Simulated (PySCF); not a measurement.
Gas-phase reaction: borazine + NH3 = 3 BH3 + 2 N2

Energies from PySCF, thermal terms from the rigid-rotor harmonic-oscillator model, ideal gas at 1 bar. † marks an energy on the PBE0/def2-TZVP geometry and frequencies; other levels use their own. CCSD(T) freezes the core. 6-31G* has spherical d functions here. All species are closed-shell singlets. B3LYP is the form with VWN-RPA correlation. CCSD(T) isn't extrapolated to the basis-set limit. The harmonic model lacks anharmonicity and excited electronic states, which grow with temperature; levels with a mode under 35 cm⁻¹ are left out.

```json
[
 {"level": "B3LYP/6-31G*", "ΔE electronic, kJ": "877", "ΔH°(298 K), kJ": "800", "ΔS°(298 K), J/K": "469", "ΔG°(1800 K), kJ": "-43"},
 {"level": "BLYP/def2-TZVP†", "ΔE electronic, kJ": "848", "ΔH°(298 K), kJ": "768", "ΔS°(298 K), J/K": "468", "ΔG°(1800 K), kJ": "-74"},
 {"level": "CCSD(T)/def2-SVP†", "ΔE electronic, kJ": "877", "ΔH°(298 K), kJ": "798", "ΔS°(298 K), J/K": "468", "ΔG°(1800 K), kJ": "-45"},
 {"level": "HF/6-31G*", "ΔE electronic, kJ": "731", "ΔH°(298 K), kJ": "648", "ΔS°(298 K), J/K": "470", "ΔG°(1800 K), kJ": "-203"},
 {"level": "HF/def2-TZVP†", "ΔE electronic, kJ": "752", "ΔH°(298 K), kJ": "673", "ΔS°(298 K), J/K": "468", "ΔG°(1800 K), kJ": "-170"},
 {"level": "PBE0/def2-SVP†", "ΔE electronic, kJ": "1052", "ΔH°(298 K), kJ": "973", "ΔS°(298 K), J/K": "468", "ΔG°(1800 K), kJ": "131"},
 {"level": "r2SCAN/def2-TZVP†", "ΔE electronic, kJ": "986", "ΔH°(298 K), kJ": "907", "ΔS°(298 K), J/K": "468", "ΔG°(1800 K), kJ": "64"},
 {"level": "ωB97X-V/def2-TZVP†", "ΔE electronic, kJ": "920", "ΔH°(298 K), kJ": "840", "ΔS°(298 K), J/K": "468", "ΔG°(1800 K), kJ": "-2"}
]
```
ΔH° is lowest at HF/6-31G* and highest at PBE0/def2-SVP†. No reference value is set beside these.
